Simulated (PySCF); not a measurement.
Work out the structure from these simulated measurements.

Formula: C6H12O2.

* Triplet: lowest triplet excitation (Tamm–Dancoff): 5.33 eV [TDA CAM-B3LYP/def2-SVPD]
* UV, first state: lowest singlet excitation: 5.83 eV (213 nm, f = 0.001) [TDDFT CAM-B3LYP/def2-SVPD]
* 1H NMR: chemical shifts (computed TMS as zero) by class: 1.94 (3 H), 1.42 (9 H) ppm [GIAO PBE0/pcSseg-1]
* 13C NMR: chemical shifts (computed TMS as zero) by class: 174.2 (1 C), 77.8 (1 C), 28.4 (3 C), 23.8 (1 C) ppm [GIAO PBE0/pcSseg-1]
* NMR, other nuclei: isotropic shieldings of nuclei other than C and H, by class: -124 (1 O), 88 (1 O) ppm [GIAO PBE0/pcSseg-1]
* Rotational structure: rotational constants A, B, C: 3.311, 1.454, 1.313 GHz [PBE0-D3(BJ)/def2-SVP]

The electronic properties come from PySCF, for the isolated species, density fitting. Levels stand in brackets. Geometry: PBE0-D3(BJ)/def2-SVP, one conformer, isolated molecule. NMR classes are plain means over equivalent atoms (diastereotopic ones count apart unless rotation or inversion swaps them), as if these changed places fast.

Problem. Give a SMILES that accounts for the data.

Solution. Numbering: `[CH3:1][C:2](=[O:3])[O:4][C:5]([CH3:6])([CH3:7])[CH3:8]`. Its formula, C6H12O2, gives 1 degree of unsaturation: 0 rings and 1 π bond in the structure found. 6 carbons fall into 4 classes; from least to most shielded: ester carbonyl carbon [C2] (174.2 ppm), sp3 carbon bound to oxygen [C5] (77.8 ppm), methyl carbon [C6/C7/C8] (28.4 ppm, 3 C, up to 6.8 ppm apart in this geometry), methyl carbon next to a carbonyl [C1] (23.8 ppm). Hydrogen classes from least to most shielded: 3 H on a methyl carbon next to a carbonyl, C1 (1.94 ppm, a mean of values up to 0.5 ppm apart in this geometry), 9 H on 3 methyl carbons, C6/C7/C8 (1.42 ppm, a mean of values up to 2.0 ppm apart in this geometry). The other shieldings belong to: -124 ppm, ester carbonyl oxygen [O3]; 88 ppm, ester single-bonded oxygen [O4]. By its constants the optimised geometry is an asymmetric top. Structure: `CC(=O)OC(C)(C)C` (tert-butyl acetate). The assignments are read from this structure; whether some other isomer fits the data as well wasn't checked.

The values belong to the conformer `[CH3:1][C:2](=[O:3])[O:4][C:5]([CH3:6])([CH3:7])[CH3:8]`: C1–C2–O4–C5 180°, C2–O4–C5–C6 62°.
